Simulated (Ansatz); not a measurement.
Program: Ansatz. Geometries: PBE0-D4/def2-TZVP. ΔE: electronic, gas phase. CBS: MP2 limit from def2 TZ/QZ plus the TZ coupled-cluster correction, frozen cores. Functionals use def2-TZVPP. B3LYP here is the variant with VWN-RPA as its local correlation; programs differ in this. Each species was taken in one conformer, which may not be the lowest.

Reaction (isomerisation): `CN[SiH](C)O` → `CCO[SiH2]N`

```
             level  ΔE (kJ/mol)  difference from CCSD(T)/CBS
            PBE-D4         52.3                          1.0
         r2SCAN-D4         52.1                          0.8
           PBE0-D4         52.9                          1.6
          B3LYP-D4         48.7                         -2.6
           ωB97X-V         47.6                         -3.7
           ωB97M-V         51.2                         -0.1
            B2PLYP         47.5                         -3.8
               PBE         50.1                         -1.2
            r2SCAN         51.6                          0.3
              PBE0         51.0                         -0.3
             B3LYP         45.2                         -6.1
     HF/def2-TZVPP         37.8                        -13.5
    MP2/def2-TZVPP         53.4                          2.1
SCS-MP2/def2-TZVPP         47.9                         -3.4
   CCSD/def2-TZVPP         48.5                         -2.8
CCSD(T)/def2-TZVPP         49.3                         -2.0
     HF/def2-QZVPP         37.5                        -13.8
    MP2/def2-QZVPP         54.4                          3.1
SCS-MP2/def2-QZVPP         49.1                         -2.2
      HF/CBS(def2)         37.5                        -13.8
     MP2/CBS(def2)         55.3                          4.0
    CCSD/CBS(def2)         50.5                         -0.8
       CCSD(T)/CBS         51.3                            0
```

Largest T1 diagnostic among the species: 0.011.

The D4 term adds +3.5 kJ/mol with B3LYP and +1.9 kJ/mol with PBE0; it sums over pairs of atoms, weighted by their polarisabilities, and B3LYP, whose exchange is more repulsive, gets the larger term. In def2-TZVPP, CCSD(T) changes the Hartree–Fock value by +11.4 kJ/mol (the triples alone add +0.8 kJ/mol) and MP2 by +15.5 kJ/mol.
